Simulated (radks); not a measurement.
Results of a calculation; reference values are marked as such.
Task: Ionisation ladder of samarium, from Sm to Sm7+. Each ion is in the ground configuration listed by NIST, and IE = E(next ion) - E(this ion). Level of theory: non-relativistic Kohn-Sham, TPSS, spin-polarised, spherical densities, point nucleus; open shells are filled with parallel spins first (spin-orbit coupling, left out, can overturn this in heavy ions); meta-GGA in the generalised Kohn-Sham scheme; relativity is left out, which matters for an element this heavy (a radial shooting solver on a logarithmic mesh with Libxc functionals).

species          configuration  IE, Delta-SCF (eV)  -e(HOMO) (eV)     HOMO  <r> HOMO (bohr)
Sm                [Xe] 4f6 6s2               5.192          3.274  6s down             4.70
Sm+               [Xe] 4f6 6s1              10.420          8.163    6s up             4.11
Sm2+                  [Xe] 4f6              28.559         19.911    4f up            0.922
Sm3+                  [Xe] 4f5                   ?         37.637    4f up            0.858
Sm4+                  [Xe] 4f4                   ?         57.701    4f up            0.811
Sm5+                  [Xe] 4f3                   ?         79.626  5p down             1.50
Sm6+     [Kr] 4d10 4f4 5s2 5p4                   ?         90.126  5p down             1.49
Sm7+     [Kr] 4d10 4f4 5s2 5p3              116.86         107.76    4f up            0.783

Estimate the withheld Delta-SCF values.

Result: Sm3+: 47.491 eV (NIST 41.6); Sm4+: 68.573 eV (NIST 62.7); Sm5+: 84.874 eV (NIST 87); Sm6+: 96.809 eV (NIST 103).
